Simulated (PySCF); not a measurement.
GaF2Cl, SMILES [F][Ga]([F])[Cl]. Geometry: ωB97X-D3(BJ)/def2-SVP.

Computed equilibrium geometry at ωB97X-D3(BJ)/def2-SVP (PySCF confirms it by a frequency run) as a Z-matrix, and its point group:
point group C2v.
```
Ga
F 1 1.7333
F 1 1.7333 2 117.60
Cl 1 2.1027 2 121.20 3 180.00
```
Charge 0, spin multiplicity 1.
